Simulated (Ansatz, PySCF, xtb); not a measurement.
Reaction (SMILES): CC[NH3+] -> C[NH2+]C
Each molecule is optimised on its own at B3LYP-D3(BJ)/def2-TZVP (Ansatz, a first-principles code).

Quantity: isomerisation energy (enthalpy at 298 K, with B3LYP-D3(BJ) rigid-rotor harmonic-oscillator terms from PySCF), in kcal/mol. Valence correlation only, unless marked. Spin-orbit coupling is left out. No relativistic terms. Basis-set limits of correlation are two-point, X^-3; Hartree-Fock from the larger set. [CCSD(T)-MP2]/basis is that difference in the basis named.

```
level     program  isomerisation energy (kcal/mol)
--------  -------  -------------------------------
GFN1-xTB      xtb                              8.8
```

Problem. What does RI-MP2/CBS(cc-pVTZ,cc-pVQZ)+[CCSD(T)-MP2]/cc-pVTZ (Ansatz) give?

Solution. 3.9 kcal/mol
